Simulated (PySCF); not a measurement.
```xyz
17

Ti    -0.0007     0.0002    -0.0018
C      1.0232     0.4597     1.7372
H      2.0382     0.8409     1.4898
H      1.1217    -0.4495     2.3698
H      0.4719     1.2397     2.3067
C     -0.9841     1.6869    -0.6881
H     -0.4209     2.5992    -0.3930
H     -2.0054     1.7341    -0.2506
H     -1.0657     1.6540    -1.7966
C      1.3395    -0.6526    -1.4373
H      0.8415    -1.3750    -2.1204
H      2.2035    -1.1532    -0.9478
H      1.7101     0.2115    -2.0312
C     -1.3791    -1.4939     0.3871
H     -1.7369    -1.4139     1.4370
H     -0.9090    -2.4908     0.2394
H     -2.2478    -1.3972    -0.3002
```

Charge 0, multiplicity 1.

Question: Give the Mulliken and meta-Löwdin atomic charges from TPSSh-D3(BJ)/def2-TZVP // PBE-D3(BJ)/def2-SVP (PySCF).

Answer: 
```
atom  Mulliken (e)  meta-Löwdin (e)
----  ------------  ---------------
Ti1           1.19             1.29
C2           -0.70            -0.66
H3            0.13             0.11
H4            0.13             0.11
H5            0.13             0.11
C6           -0.70            -0.66
H7            0.13             0.11
H8            0.13             0.11
H9            0.13             0.11
C10          -0.70            -0.66
H11           0.13             0.11
H12           0.13             0.11
H13           0.13             0.11
C14          -0.70            -0.66
H15           0.13             0.11
H16           0.13             0.11
H17           0.13             0.11
```
